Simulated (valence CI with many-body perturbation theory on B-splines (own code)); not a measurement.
Re²⁺: electric-dipole lines

Method: configuration interaction combined with many-body perturbation theory (CI+MBPT): five valence electrons over a frozen Dirac-Fock core [Xe] 4f14, a basis of 7 s, 7 p, 8 d, 6 f, 4 g, 1 h functions for each j, with the one-electron correlation potential Σ1 (screened to all orders), the two-electron term Σ2, the three-electron term Σ3, Breit, model QED; selected single and double excitations, second order for the rest (own B-spline code, finite nucleus).

Set against measurement, 66 paired levels are off by 1080 cm⁻¹ on average, the worst by 1839. These come from a selection out of Brasseur, Gamrath and Quinet, At. Data Nucl. Data Tables 157, 101636 (2024). Levels without a partner in it may be off by more, other configurations by 1,000 to 8,000 cm⁻¹. Among the levels kept, up to 2800 cm⁻¹ of a level comes from second order outside the variational space, and about a tenth of that is noise between levels of different J, which matters for small intervals. 3 measured levels below the end of the list, from 41405 cm⁻¹ on, found no clear computed partner.

Lines 351 to 400 of 597 in falling wavelength, among levels below 102429 cm⁻¹, chosen from the strongest by gf and those to the six lowest levels. Wavelengths and rates use the calculated energies, so an error of 1000 cm⁻¹ moves a line at 154.4 nm by 1.5 % and its rate by three times that or more. Electric multipoles are in the length gauge, E1 and E2 with the static RPA response of the core. Weak lines are less certain than strong ones. Lines between different terms over intervals too small for the method are left out, as are lines whose strength nearly cancels. Where a level lies close to another of its J and parity, the split of strength between their lines is uncertain. The highest levels of a list are the least certain.

Names give the largest LS component (configuration and term), which can be under half, so a name can repeat, a term be missing and a line seem to break the LS rules; names also repeat where a configuration has a term twice. Letters in brackets count levels of one name in rising energy.

```
λ vac (nm)                Upper           Lower   A (s⁻¹)  S (a.u.) with core polarisation  S without
     154.4    5d⁴6p ⁶F°_9/2 [b]      5d⁵ ⁴G_7/2  8.60e+06                         1.56e-01   1.84e-01
     154.3        5d⁴6p ⁴I°_9/2    5d⁴6s ⁶D_9/2  8.02e+07                         1.46e+00   1.66e+00
     154.3  5d³6s6p ⁶G°_7/2 [b]  5d⁵ ²H_9/2 [a]  5.17e+07                         7.49e-01   8.46e-01
     154.1    5d⁴6p ⁴G°_9/2 [b]  5d⁵ ²H_9/2 [a]  4.82e+07                         8.70e-01   9.88e-01
     154.0    5d⁴6p ⁴F°_7/2 [a]      5d⁵ ⁴D_5/2  8.35e+07                         1.21e+00   1.38e+00
     153.9    5d⁴6p ⁴G°_5/2 [a]      5d⁵ ⁴G_7/2  2.25e+07                         2.43e-01   2.63e-01
     153.8    5d⁴6p ²H°_9/2 [a]      5d⁵ ⁴F_7/2  7.00e+07                         1.26e+00   1.46e+00
     153.6    5d⁴6p ⁴D°_7/2 [c]  5d⁵ ²F_5/2 [a]  4.42e+07                         6.33e-01   7.30e-01
     153.6        5d⁴6p ⁶D°_9/2     5d⁵ ⁴G_11/2  3.26e+07                         5.82e-01   6.59e-01
     153.1    5d⁴6p ²G°_7/2 [b]  5d⁵ ²H_9/2 [a]  4.19e+07                         5.93e-01   6.70e-01
     153.0    5d⁴6p ⁴F°_3/2 [a]  5d⁵ ⁴G_5/2 [a]  9.52e+07                         6.72e-01   7.43e-01
     152.6        5d⁴6p ⁶D°_3/2  5d⁵ ⁴G_5/2 [b]  1.17e+08                         8.18e-01   9.14e-01
     152.3      5d³6s6p ⁶G°_9/2  5d⁵ ²G_7/2 [a]  3.48e+07                         6.06e-01   6.92e-01
     152.1    5d⁴6p ⁴D°_3/2 [c]  5d⁵ ⁴D_1/2 [b]  1.38e+08                         9.62e-01   1.09e+00
     152.0        5d⁴6p ⁴H°_9/2      5d⁵ ⁴D_7/2  4.51e+07                         7.82e-01   8.94e-01
     151.8    5d⁴6p ²G°_7/2 [b]  5d⁵ ²F_5/2 [b]  4.32e+07                         5.96e-01   6.85e-01
     151.7        5d⁴6p ⁶D°_1/2    5d⁴6s ⁶D_1/2  2.84e+07                         9.80e-02   1.14e-01
     151.6    5d⁴6p ⁴D°_7/2 [a]    5d⁴6s ⁶D_9/2  5.99e+07                         8.24e-01   9.36e-01
     151.3    5d⁴6p ⁴D°_7/2 [b]    5d⁴6s ⁶D_9/2  5.39e+07                         7.37e-01   8.33e-01
     151.1        5d⁴6p ⁶D°_9/2      5d⁵ ⁴G_7/2  2.74e+07                         4.66e-01   5.42e-01
     150.9   5d⁴6p ²I°_11/2 [a]      5d⁵ ²G_9/2  8.34e+07                         1.70e+00   1.93e+00
     150.7    5d⁴6p ⁴D°_1/2 [e]  5d⁵ ²D_3/2 [a]  1.71e+08                         5.77e-01   6.55e-01
     150.7    5d⁴6p ⁴D°_3/2 [a]  5d⁵ ⁴P_3/2 [a]  4.86e+07                         3.29e-01   3.84e-01
     150.2  5d³6s6p ⁶G°_7/2 [b]      5d⁵ ⁴F_5/2  5.01e+07                         6.70e-01   7.56e-01
     149.7    5d⁴6p ⁴P°_5/2 [a]  5d⁵ ⁴G_5/2 [b]  2.94e+07                         2.92e-01   3.29e-01
     149.4    5d⁴6p ⁴F°_5/2 [a]    5d⁴6s ⁶D_3/2  8.97e+07                         8.86e-01   1.01e+00
     149.1    5d⁴6p ⁴P°_5/2 [a]      5d⁵ ⁴G_7/2  1.54e+08                         1.51e+00   1.69e+00
     149.0    5d⁴6p ⁴F°_9/2 [a]    5d⁴6s ⁶D_9/2  9.28e+07                         1.52e+00   1.72e+00
     149.0    5d⁴6p ⁴G°_7/2 [a]      5d⁵ ⁴F_7/2  5.45e+07                         7.11e-01   8.07e-01
     148.8   5d⁴6p ²I°_11/2 [b]  5d⁵ ²H_9/2 [a]  1.64e+08                         3.20e+00   3.64e+00
     148.5        5d⁴6p ²G°_9/2  5d⁵ ²H_9/2 [a]  7.45e+07                         1.20e+00   1.34e+00
     148.3  5d³6s6p ⁶F°_5/2 [a]  5d⁵ ²F_5/2 [b]  1.28e+08                         1.24e+00   1.41e+00
     148.2   5d⁴6p ⁴H°_11/2 [a]      5d⁵ ⁴G_9/2  7.50e+07                         1.45e+00   1.68e+00
     147.3    5d⁴6p ⁴F°_5/2 [a]  5d⁵ ⁴G_5/2 [b]  9.42e+06                         8.92e-02   9.77e-02
     147.3   5d⁴6p ²I°_11/2 [a]     5d⁵ ²I_11/2  7.12e+07                         1.35e+00   1.50e+00
     147.1        5d⁴6p ⁶D°_3/2    5d⁴6s ⁶D_1/2  1.97e+07                         1.24e-01   1.42e-01
     147.1    5d⁴6p ⁴F°_9/2 [c]  5d⁵ ²F_7/2 [a]  7.29e+07                         1.15e+00   1.30e+00
     147.1    5d⁴6p ⁴G°_9/2 [a]      5d⁵ ⁴F_7/2  7.47e+07                         1.17e+00   1.34e+00
     146.9    5d⁴6p ⁴F°_9/2 [b]     5d⁵ ²I_11/2  7.80e+07                         1.22e+00   1.38e+00
     146.9        5d⁴6p ⁴H°_7/2  5d⁵ ⁴G_5/2 [a]  1.41e+08                         1.77e+00   2.05e+00
     146.7    5d⁴6p ⁴F°_5/2 [a]      5d⁵ ⁴G_7/2  4.62e+07                         4.32e-01   4.86e-01
     146.3    5d⁴6p ⁴P°_1/2 [b]  5d⁵ ⁴D_1/2 [a]  2.96e+08                         9.15e-01   1.04e+00
     146.2    5d⁴6p ²H°_9/2 [b]  5d⁵ ²G_7/2 [a]  5.30e+07                         8.18e-01   9.20e-01
     146.0    5d⁴6p ⁴D°_3/2 [a]  5d⁵ ⁴G_5/2 [a]  2.28e+07                         1.40e-01   1.58e-01
     145.9    5d⁴6p ⁴F°_7/2 [a]      5d⁵ ⁴G_9/2  1.83e+08                         2.24e+00   2.50e+00
     145.7    5d⁴6p ⁴G°_7/2 [b]      5d⁵ ⁴F_5/2  1.65e+08                         2.02e+00   2.28e+00
     145.2        5d⁴6p ⁶D°_3/2  5d⁵ ⁴G_5/2 [a]  8.77e+07                         5.30e-01   5.97e-01
     145.0   5d⁴6p ⁴H°_11/2 [b]      5d⁵ ²G_9/2  9.09e+07                         1.64e+00   1.88e+00
     144.8        5d⁴6p ²G°_9/2  5d⁵ ²F_7/2 [a]  6.17e+07                         9.25e-01   1.05e+00
     144.8    5d⁴6p ⁴F°_5/2 [a]  5d⁵ ⁴P_3/2 [a]  5.01e+07                         4.51e-01   5.07e-01
```
